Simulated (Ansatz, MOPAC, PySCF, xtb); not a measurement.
Pair of molecules: H2S (SMILES S) (first 3 atoms) with CH3I (SMILES CI); geometry from B3LYP-D3(BJ)/def2-TZVP, rigid monomers moved along the line of their centres of mass till H3···I5 is 4.25 Å.
(charge 0, multiplicity 1):
| atom | x (Å) | y (Å) | z (Å) |
|---|---|---|---|
| S | -0.1442 | -0.4662 | -0.6813 |
| H | -0.5490 | -1.7403 | -0.8064 |
| H | -0.8993 | -0.2756 | 0.4160 |
| C | 0.9759 | -1.2989 | 4.1429 |
| I | -1.0942 | -0.9105 | 4.6135 |
| H | 1.1983 | -2.3043 | 4.4811 |
| H | 1.0769 | -1.2018 | 3.0673 |
| H | 1.5675 | -0.5607 | 4.6718 |

```json
[
 {"level": "PM3", "interaction energy (kJ/mol)": "-1.2", "cost": "-"},
 {"level": "PM6", "interaction energy (kJ/mol)": "-3.2", "cost": "-"},
 {"level": "PM7", "interaction energy (kJ/mol)": "-3.6", "cost": "-"},
 {"level": "GFN1-xTB", "interaction energy (kJ/mol)": "-2.2", "cost": "-"},
 {"level": "PBE-D4/def2-TZVPPD", "interaction energy (kJ/mol)": "-5.1", "cost": "×1"},
 {"level": "B3LYP/def2-TZVPPD", "interaction energy (kJ/mol)": "-1.8", "cost": "×1"},
 {"level": "PBE0/def2-TZVPPD", "interaction energy (kJ/mol)": "-3.1", "cost": "×2"},
 {"level": "PBE0-D4/def2-TZVPPD", "interaction energy (kJ/mol)": "-4.9", "cost": "×2"},
 {"level": "MP2/CBS(def2-SVPD, def2-TZVPPD)", "interaction energy (kJ/mol)": "-4.4", "cost": "-"},
 {"level": "SCS-MP2/def2-SVPD", "interaction energy (kJ/mol)": "-3.7", "cost": "-"},
 {"level": "SCS-MP2/def2-TZVPPD", "interaction energy (kJ/mol)": "-3.7", "cost": "-"},
 {"level": "CCSD/def2-SVPD", "interaction energy (kJ/mol)": "-3.8", "cost": "-"},
 {"level": "CCSD(T)/def2-TZVPPD", "interaction energy (kJ/mol)": "-4.0", "cost": "×100*"},
 {"level": "CCSD(T)/CBS(def2-SVPD, def2-TZVPPD)", "interaction energy (kJ/mol)": "-4.1", "cost": "×100*"}
]
```

The rows run from -5.1 (PBE-D4/def2-TZVPPD) to -1.2 kJ/mol (PM3). The dispersion term adds -1.8 in PBE0-D4.

Monomers are frozen at their geometry in the pair; levels with a basis set take the counterpoise correction.

Correlated levels freeze the cores. Filled d and f shells under p-block atoms count as core. CBS(a, b) extrapolates the correlation energy as X⁻³ and adds the Hartree–Fock energy of set b. The state that PM3, PM6, PM7 reach isn't checked; PM7 holds dispersion and hydrogen-bond terms.

The values were computed with Ansatz (Gaussian orbitals); MOPAC for PM3, PM6, PM7 (differences of heats of formation); PySCF for the dispersion terms; xtb for the GFN methods. Values without a source in brackets are computed. In def2 rows elements past Kr take small-core potentials, without spin–orbit coupling.

Costs are rough ratios of core time to PBE/def2-TZVPPD (about 4 s over the structures, on one shared machine); a dash marks a level with no comparable run of its own. A star marks coupled-cluster runs past 200 virtual orbitals, where the program's memory plan changes under this machine's limit, so their costs aren't comparable with smaller runs.

Ansatz is a quantum-chemistry and plane-wave program.
